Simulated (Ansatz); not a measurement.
Species: B₂O₂, charge -1, multiplicity 2. 
Coordinates optimised at B3LYP-D3(BJ)/def2-TZVP (Ansatz, a quantum-chemistry and plane-wave program):
```
B
O 1 1.2428
B 1 1.6389 2 158.40
O 3 1.2428 1 158.40 2 -180.00
```
Charge -1, spin multiplicity 2.

Basis-set convergence of Hartree-Fock and CCSD correlation energies (hartree) with Ansatz. Valence correlation only, unless marked. UHF or UKS for open shells. Spin-orbit coupling is left out. Non-relativistic. This anion needs diffuse functions, which these sets lack.

| basis | functions | E(HF) | E(corr, CCSD) |
|---|---|---|---|
| cc-pVDZ | - | -199.18118 | -0.52795 |
| cc-pVTZ | 120 | ___ | ___ |

### Question
Fill in the missing entries.

### Answer

- cc-pVTZ, E(HF): -199.24611
- cc-pVTZ, E(corr, CCSD): -0.64937
